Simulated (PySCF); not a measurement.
## Indium: a sound run and one with changed settings

Sound run: In⁺ [Kr] 4d10 5s2, In²⁺ [Kr] 4d10 5s1. Computed with PySCF 2.14 in cc-pVDZ-PP with ECP28MDF, with scalar relativity through the core potential. In the sound run the correlated levels freeze 4s2 4p6 4d10 outside the core potential. The sound run starts from symmetry-adapted Hartree-Fock orbitals and uses a fine grid where one is needed.

Changed run: all electrons correlated in a basis built for the valence shell.

```tsv
species	method	sound run (hartree)	changed run (hartree)	converged
In⁺	MP2	-189.03461	-189.05865	yes
In²⁺	MP2	n/a	-188.40583	yes
```

Ionisation energy of In⁺:

| method | sound run (eV) | changed run (eV) |
| --- | --- | --- |
| UHF | 17.011 | 17.011 |
| MP2 | 17.575 | 17.764 |
| SCS-MP2 | 17.688 | 17.860 |

A valence basis has no tight correlating functions, so it recovers only part of the core correlation, and not evenly between atom and ion.

For comparison, NIST gives 18.870 eV between the lowest levels.
